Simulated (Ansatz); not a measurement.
`FC/C(F)=C\C(F)(F)F`, relaxed with RKS PBE-D4/def2-SVP in Ansatz from a rough embedded geometry. The force threshold is 0.03 eV/Å; the program also tests the step.

The species carries charge 0 and has multiplicity 1.

Start:

```xyz
12

F     0.953    0.248    1.632
C     0.026   -0.736    1.448
C    -0.272   -0.993    0.004
F    -0.578   -2.371   -0.315
C    -0.172   -0.149   -0.992
C     0.117    1.299   -0.914
F    -0.445    1.850    0.180
F     1.447    1.513   -0.853
F    -0.330    1.955   -2.027
H    -0.879   -0.485    1.960
H     0.482   -1.611    1.904
H    -0.350   -0.520   -2.028
```

| step | energy (eV) | largest force (eV/Å) | largest move (Å) |
| --- | --- | --- | --- |
| 1 | -17748.8738 | 3.251 | 0.000 |
| 2 | -17749.1759 | 1.534 | 0.111 |
| 3 | -17749.2323 | 0.257 | 0.100 |
| 4 (rejected) | -17749.2188 | 0.365 | 0.112 |
| 5 | -17749.2434 | 0.077 | 0.042 |
| 6 | -17749.2438 | 0.073 | 0.016 |
| 7 | -17749.2440 | 0.024 | 0.004 |

End:

```xyz
12

F     0.999    0.200    1.676
C     0.047   -0.770    1.468
C    -0.213   -1.006    0.002
F    -0.550   -2.289   -0.231
C    -0.168   -0.148   -1.031
C     0.122    1.322   -0.940
F    -0.453    1.901    0.142
F     1.446    1.596   -0.891
F    -0.371    1.944   -2.040
H    -0.898   -0.473    1.982
H     0.386   -1.736    1.904
H    -0.347   -0.540   -2.042
```

Run time 22 s (2 threads of an AMD EPYC 7R13 on a shared host); peak host memory 0.23 GiB.
